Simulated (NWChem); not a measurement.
# BNH3OBr; SMILES NB(O)Br

```xyz
7

B      0.0238    -0.9701     0.0000
Br     0.0537     0.9983     0.0000
O      1.1976    -1.6738     0.0000
H      1.9725    -1.0868     0.0000
N     -1.2172    -1.6260     0.0000
H     -1.2810    -2.6439     0.0000
H     -2.1076    -1.1354     0.0000
```
Atoms are numbered in this order, from 1.

Level: PBE-D3(BJ)/def2-SVP (NWChem), optimised geometry, unscaled harmonic frequencies. This build's default masses of Se (78.918 u) and Br (79.917 u) are each other's, which moves their modes by up to 0.6 %.

**Question.** List the harmonic frequencies with IR intensities, and the thermochemistry.

**Answer.** 
```csv
frequency (cm⁻¹),IR intensity (km/mol)
273,3.2
314,8.7
365,50.0
408,177.4
504,65.3
526,24.3
561,1.9
869,16.7
972,102.9
1189,416.9
1416,64.2
1548,267.4
3537,50.0
3657,45.6
3774,84.7
```

```
Quantity                                                                           Result
-----------------------------------------------------------------------  ----------------
zero-point energy                                                           28.5 kcal/mol
thermal correction to the enthalpy at 298.15 K (with zero-point energy)     32.2 kcal/mol
heat capacity Cv                                                         17.2 cal/(mol K)
entropy at 298.15 K and 1 atm (symmetry number 1)                        73.5 cal/(mol K)
dipole moment                                                                      1.41 D
```

Rigid rotor and harmonic oscillator.
